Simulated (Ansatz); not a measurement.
Cartesian coordinates (Å):
```xyz
21

Si    -1.5196    -2.5007     0.0284
C     -0.9689    -0.6940    -0.0807
C     -1.9230     0.2855    -0.3412
C     -1.5758     1.6701    -0.4360
S     -2.9049     2.7942    -0.7725
C     -0.2517     2.0602    -0.2652
C      0.7596     1.0949     0.0028
N      2.0414     1.5434     0.1604
C      2.9864     0.6496     0.4100
C      2.7525    -0.7481     0.5244
C      1.4568    -1.2171     0.3669
C      0.4031    -0.3014     0.0974
H     -3.0029    -2.5499    -0.2071
H     -0.8245    -3.3489    -1.0035
H     -1.2117    -3.0867     1.3809
H     -2.9782    -0.0002    -0.4801
H     -2.1478     3.9259    -0.7724
H      0.0678     3.1106    -0.3280
H      4.0136     1.0405     0.5329
H      3.5870    -1.4334     0.7334
H      1.2410    -2.2947     0.4493
```
Charge 0, spin multiplicity 1.

Computed with frozen-core CCSD(T)/cc-pVDZ // PBE-D3(BJ)/def2-SVP (Ansatz, a quantum-chemistry and plane-wave program). The restricted HF reference is unstable towards unrestricted orbitals.

The HF energy is -1086.99134 Ha and the MP2 correlation energy comes out as -1.56590 Ha.

Problem. Estimate the CCSD correlation energy, the (T) correction, the total energy and the T1 diagnostic.

Solution. 
The CCSD correlation energy comes out as -1.63308 Ha and the (T) correction is -0.07674 Ha. The CCSD(T) total energy is -1088.70116 Ha and the T1 diagnostic is 0.012.
